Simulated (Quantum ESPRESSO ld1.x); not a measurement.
Question: These are the eigenvalues of the occupied orbitals of an atom or ion with whole-number occupations (hartree). Method: scalar-relativistic Kohn-Sham, LDA (Slater exchange, Perdew-Zunger correlation), spin-polarised, spherical densities, point nucleus; computed with ld1.x of Quantum ESPRESSO 7.5.

orbital  eigenvalue
1s down    -2475.34
1s up      -2475.34
2s up      -426.635
2s down    -426.633
2p up      -374.205
2p down    -374.204
3s up      -98.9174
3s down    -98.9167
3p up      -83.3263
3p down    -83.3256
3d up      -65.1061
3d down    -65.1048
4s up      -21.3865
4s down    -21.3849
4p up      -16.2703
4p down    -16.2686
4d up      -9.72186
4d down    -9.71972
5s up      -4.24300
5s down    -4.22564
5p up      -2.98470
5p down    -2.96224
4f up      -2.47726
4f down    -2.47250
5d up      -1.53726

Which element is it, and in what charge state? The configuration may be excited. Open shells, if any, are filled with parallel spins first.

Answer: Z = 73, tantalum, charge +4: Ta4+ in [Xe] 4f14 5d1. The list shows which subshells hold electrons but not how many an open one holds; the 1s level, -2475.3 hartree, gives Z - s = 70.4 by -(Z - s)^2/2, which with screening and relativity narrows Z to a few neighbours, and the depths of the outer levels then fix element, charge and occupations together.
